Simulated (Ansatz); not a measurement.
ClH$_{5}$N$_{2}$OSi, SMILES `N[Si](N)(O)Cl`. Total charge 0; spin multiplicity 1. All single points use the PBE0-D4/def2-TZVP geometry. It is one conformer, not always the lowest.

```xyz
10

N    -0.157    1.401   -0.690
Si   -0.222   -0.158   -0.046
N     1.349   -0.618    0.390
O    -1.385   -0.055    1.102
Cl   -0.823   -1.688   -1.317
H     0.549    1.654   -1.359
H    -0.988    1.961   -0.768
H     1.641   -1.579    0.367
H     1.897   -0.057    1.021
H    -1.862   -0.862    1.299
```

(1) What is the dipole moment at PBE/def2-TZVPP? (An estimate is asked.)

(2) And with r2SCAN, B3LYP, ωB97M-V? (Best estimate.)

(3) Give the Mulliken charges with PBE, r2SCAN, ωB97M-V in def2-TZVPP. (Estimate.)

## Answers

(1) Computed: 1.25 D, with components (0.96, 0.46, 0.66) D in this frame, pointing from negative to positive charge.

(2) The calculation gave: r2SCAN 1.27 D, B3LYP 1.22 D, ωB97M-V 1.21 D.

(3) Computed: 
| atom | PBE | r2SCAN | ωB97M-V |
| --- | --- | --- | --- |
| N1 | -0.38 | -0.44 | -0.36 |
| Si2 | 0.55 | 0.74 | 0.67 |
| N3 | -0.38 | -0.44 | -0.35 |
| O4 | -0.34 | -0.41 | -0.37 |
| Cl5 | -0.28 | -0.31 | -0.27 |
| H6 | 0.16 | 0.16 | 0.12 |
| H7 | 0.16 | 0.16 | 0.13 |
| H8 | 0.16 | 0.16 | 0.12 |
| H9 | 0.16 | 0.16 | 0.12 |
| H10 | 0.19 | 0.21 | 0.18 |

B3LYP here is the variant with VWN-RPA as its local correlation; programs differ in this.
